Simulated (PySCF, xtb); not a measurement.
SnCl3, SMILES [Cl][Sn-]([Cl])[Cl], charge -1.

Harmonic wavenumbers (cm⁻¹) from xtb 6.7.1 with GFN2-xTB at its own minimum, in rising order: 84, 84, 92, 241, 241, 280.

Task: What does r2SCAN-D4/def2-SVPD in PySCF give at its own minimum? (Estimate from the structure and the level; the computed values follow.)

Result: 90, 90, 111, 266, 266, 294. Paired by order, the mean absolute difference is 16 cm⁻¹ and the zero-point energies are 1.5 and 1.6 kcal/mol.
